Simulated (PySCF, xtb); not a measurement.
carbon diselenide (CSe2), SMILES [Se]=C=[Se].

Harmonic wavenumbers (cm⁻¹) from GFN2-xTB (xtb) at its own minimum, in rising order: 243, 243, 393, 1369.

Task: What does ωB97X-D3(BJ)/def2-TZVP (PySCF) give at its own minimum? (An estimate is asked for; the answer gives what the named calculation found.)

Result: 334, 334, 400, 1365. Paired by order, the mean absolute difference is 49 cm⁻¹ and the zero-point energies are 3.2 and 3.5 kcal/mol.
